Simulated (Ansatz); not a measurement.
Isolated molecules relaxed with PBE0-D4/def2-TZVP in Ansatz; ΔE leaves out vibrations. CCSD(T)/CBS is the MP2 limit (def2-TZVPP, def2-QZVPP) plus CCSD(T) − MP2 in def2-TZVPP, frozen cores. This one scheme is used for every species. Functionals use def2-TZVPP. B3LYP here is the variant with VWN-RPA as its local correlation; programs differ in this. HSE06 is defined as in plane-wave codes.

Consider the silylene loss: `[SiH3][SiH]1OC1(Cl)Cl` → `ClC1(Cl)O[SiH2]1` + `[SiH2]`.

`[SiH3][SiH]1OC1(Cl)Cl`:

```xyz
10

Si    0.478   -1.822    0.060
Si   -0.009    0.314   -0.742
O    -1.471    1.005   -0.212
C    -0.411    1.696    0.380
Cl   -0.306    3.381   -0.111
Cl   -0.367    1.550    2.135
H     0.153   -1.878    1.504
H    -0.326   -2.815   -0.699
H     1.923   -2.080   -0.170
H     0.335    0.648   -2.144
```

`ClC1(Cl)O[SiH2]1`:

Cartesian coordinates in Å:
```
Cl 0.449 -2.117 -0.819
C -0.100 -0.454 -0.677
Cl -1.241 -0.053 -1.952
O 0.952 0.475 -0.556
Si 0.037 0.502 0.859
H 0.680 -0.065 2.060
H -0.776 1.712 1.085
```

`[SiH2]`:

```xyz
3

Si    0.097   -0.213    0.672
H    -0.892   -0.577   -0.431
H     0.795    0.790   -0.241
```

| level | ΔE (eV) | difference from CCSD(T)/CBS |
| --- | --- | --- |
| LDA (SPW92) | 2.94 | 0.41 |
| PBE-D4 | 2.70 | 0.17 |
| revPBE-D4 | 2.63 | 0.10 |
| BLYP-D4 | 2.43 | -0.10 |
| r2SCAN-D4 | 2.78 | 0.25 |
| B97M-V | 2.53 | 0.00 |
| PBE0-D4 | 2.74 | 0.21 |
| B3LYP-D4 | 2.51 | -0.02 |
| r2SCANh-D4 | 2.78 | 0.25 |
| r2SCAN0-D4 | 2.78 | 0.25 |
| HSE06-D4 | 2.74 | 0.21 |
| BHLYP-D4 | 2.56 | 0.03 |
| CAM-B3LYP-D4 | 2.54 | 0.01 |
| ωB97X-V | 2.64 | 0.11 |
| ωB97M-V | 2.44 | -0.09 |
| B2PLYP | 2.46 | -0.07 |
| PBE | 2.61 | 0.08 |
| revPBE | 2.45 | -0.08 |
| r2SCAN | 2.76 | 0.23 |
| PBE0 | 2.66 | 0.13 |
| B3LYP | 2.36 | -0.17 |
| r2SCANh | 2.75 | 0.22 |
| r2SCAN0 | 2.74 | 0.21 |
| BHLYP | 2.42 | -0.11 |
| CAM-B3LYP | 2.45 | -0.08 |
| LC-ωPBE | 2.72 | 0.19 |
| RPA@PBE/def2-TZVPP | 2.25 | -0.28 |
| HF/def2-SVP | 2.19 | -0.34 |
| MP2/def2-SVP | 2.51 | -0.02 |
| CCSD/def2-SVP | 2.29 | -0.24 |
| CCSD(T)/def2-SVP | 2.34 | -0.19 |
| MP2/def2-TZVPP | 2.60 | 0.07 |
| SCS-MP2/def2-TZVPP | 2.47 | -0.06 |
| CCSD/def2-TZVPP | 2.39 | -0.14 |
| CCSD(T)/def2-TZVPP | 2.45 | -0.08 |
| HF/def2-QZVPP | 2.22 | -0.31 |
| MP2/def2-QZVPP | 2.65 | 0.12 |
| SCS-MP2/def2-QZVPP | 2.51 | -0.02 |
| HF/CBS(def2) | 2.22 | -0.31 |
| MP2/CBS(def2) | 2.68 | 0.15 |
| CCSD(T)/CBS | 2.53 | 0 |

Largest T1 diagnostic among the species: 0.015.

At CCSD(T), def2-SVP lies −0.19 eV from the extrapolated value and def2-TZVPP −0.08 eV. Leaving LDA and LC-ωPBE aside and taking each functional with its dispersion term where it has one, the values spread over 0.35 eV, from BLYP-D4 to r2SCAN-D4. LDA lies +0.33 eV from PBE without D4.

CCSD(T)/CBS has its own doubt, a few kJ/mol and more with outer-core shells, so smaller differences from it don't rank the levels.
